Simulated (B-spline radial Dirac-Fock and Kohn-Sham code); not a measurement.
# Tm⁶⁺: eigenvalues, ΔSCF and the reference

System: the Tm⁶⁺ ion, configuration 1s2 2s2 2p6 3s2 3p6 3d10 4s2 4p6 4d10 4f11 5s2 5p4.

The density-functional columns are spherical, spin-unpolarised Dirac-Kohn-Sham results without Breit or QED terms: −ε is minus the orbital energy of the initial state and ΔSCF the difference of two total energies. The reference in the last column comes from Dirac-Fock (average of configuration) total-energy differences with a finite nucleus, the Breit interaction including its frequency dependence, and self-energy and vacuum-polarisation corrections. All numbers are from a radial atomic solver, in eV; a selection of levels is shown. For the 1s level of heavy atoms much of the gap between ΔSCF and the reference is the Breit and QED part, -276.6 eV here; for other levels the error of the functional can be larger.

```
level   PBE −ε  PBE ΔSCF   LDA −ε  LDA ΔSCF  Dirac-Fock
    K  59295.5   59804.5  59243.2   59750.5     59486.2
   L1  10075.7   10169.8  10068.4   10162.8     10222.1
   L2   9609.1    9729.0   9605.9    9726.0      9717.1
   L3   8629.0    8734.7   8626.9    8732.8      8748.1
   M1   2336.8    2366.0   2334.8    2364.2      2413.4
   M2   2131.2    2162.4   2130.5    2161.7      2192.9
   M3   1924.3    1953.1   1923.8    1952.8      1985.3
   M4   1573.1    1607.2   1573.3    1607.5      1614.1
   M5   1527.9    1561.1   1528.2    1561.4      1569.8
   N1    534.3     549.1    533.4     548.3       574.1
   N2    451.5     466.2    451.2     465.9       484.4
   N4    268.0     282.0    268.1     282.0       289.3
   N5    259.4     273.3    259.4     273.3       280.7
 N6,7    92.12     104.7    92.53     105.1       101.1
   O1    134.7     143.8    135.1     144.3       143.5
 O2,3    104.8     113.1    105.2     113.5       111.3
```

Q: Order the estimates of the K (1s) level by their distance from the Dirac-Fock value, nearest first.
A. LDA −ε
B. PBE −ε
C. LDA ΔSCF
D. PBE ΔSCF

A: B (190.7 eV), A (243.1 eV), C (264.3 eV), D (318.3 eV).

An eigenvalue near the reference for a deep level is a cancellation of errors: it lacks relaxation, carries self-interaction and omits Breit and QED terms.

Values without a named source are computed, but for edge energies of neutral atoms, which are taken from tables.
